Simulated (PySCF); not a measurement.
# Dipole moment and polarisability of `CCCc1ccoc1`

Species: C7H10O.
SMILES with atom numbers: `[CH3:1][CH2:2][CH2:3][c:4]1[cH:5][cH:6][o:7][cH:8]1` (hydrogens: H9, H10, H11 on C1; H12, H13 on C2; H14, H15 on C3; H16 on C5; H17 on C6; H18 on C8)

Geometry (PBE0-D3(BJ)/def2-SVP, Å), atoms numbered from 1 in this order:
```xyz
18
C7H10O angstrom
C      1.9934    0.2026    0.9121
C      1.5824   -0.7245   -0.2193
C      0.4756   -0.1518   -1.1092
C     -0.8068    0.0980   -0.3824
C     -1.6620   -0.8801    0.2328
C     -2.6933   -0.1890    0.7927
O     -2.5451    1.1318    0.5768
C     -1.4045    1.2985   -0.1263
H      1.1396    0.4322    1.5684
H      2.3761    1.1603    0.5225
H      2.7849   -0.2445    1.5323
H      2.4567   -0.9551   -0.8511
H      1.2469   -1.6908    0.1959
H      0.2888   -0.8474   -1.9449
H      0.8222    0.7906   -1.5653
H     -1.5237   -1.9595    0.2467
H     -3.5762   -0.4893    1.3515
H     -1.1404    2.3219   -0.3817
```

Level: CAM-B3LYP/def2-SVPD (PySCF), static field, nuclei fixed, core orbitals frozen in the response. The polarisability tensor in these axes (au):

```
x   93.84 -2.12 -9.12
y   -2.12 83.41 -0.76
z   -9.12 -0.76 71.85
```

Problem. What are the eigenvalues, a third of the trace, and Δα (Δα² = ½Σ(αi − αj)² over the three pairs)?

Solution. Principal values 68.42, 83.33 and 97.34 au; mean 83.03 au = 12.30 Å³ = 13.69 × 10⁻⁴⁰ C²·m²/J; Δα = 25.05 au (30 % of the mean).

Problem. What is the dipole moment, and where does it point?

Solution. (0.69, -0.64, -0.30) D, 0.99 D in size, pointing from the negative to the positive side. Measured along this direction, the outermost atoms are O7 and H17 at the negative end and H12 at the positive end.

Problem. Refractivity n − 1 of an ideal gas of it at 500 K and 1 atm, from the electronic α?

Solution. N = p/kT = 1.4678 × 10¹⁹ cm⁻³, so n − 1 = 2π × N × 12.30 × 10⁻²⁴ cm³ = 1135 × 10⁻⁶ at long wavelengths, for an ideal gas.

Problem. What depolarisation ratio follows for Rayleigh scattering of linearly polarised light, taking the static tensor?

Solution. ρ = 3Δα²/(45ᾱ² + 4Δα²) = 1882.6/(310233 + 2510.1) = 0.00602.

Problem. Sum over states: ᾱ = Σ f/ω², ω in Eh. What share falls to these 10 lowest TDDFT singlets (eV, f)? 6.20, 0.1387; 6.48, 0.0027; 6.82, 0.0045; 7.07, 0.0325; 7.25, 0.0355; 7.57, 0.0395; 7.68, 0.0828; 7.81, 0.0076; 7.83, 0.0047; 8.00, 0.1491.

Solution. They add up to 7.20 au, 8.7 % of the 83.03 au; the largest single term is 2.67 au, from the state at 6.20 eV. Terms in order: 2.67, 0.05, 0.07, 0.48, 0.50, 0.51, 1.04, 0.09, 0.06, 1.73 au. Higher excitations give the rest. The strengths listed sum to 0.498.

Problem. Directions of the eigenvectors, and the extent of the frame along each?

Solution. Largest value along (0.94, -0.12, -0.33), where the nuclei span 6.43 Å; middle along (0.08, 0.99, -0.13), 4.34 Å; least along (0.34, 0.10, 0.93), 4.16 Å. The response follows the extents in order.

Problem. Traceless (Buckingham) quadrupole moment about the centre of nuclear charge: eigenvalues?

Solution. -4.80, -1.60, 6.41 D·Å. The values depend on the origin, since the dipole doesn't vanish. The electronic extent ⟨r²⟩ about the same centre is 1075 bohr², a root-mean-square distance of 2.24 Å for the 60 electrons.

The structure is a single PBE0-D3(BJ)/def2-SVP conformer in the gas phase; no vibrational or solvent corrections.
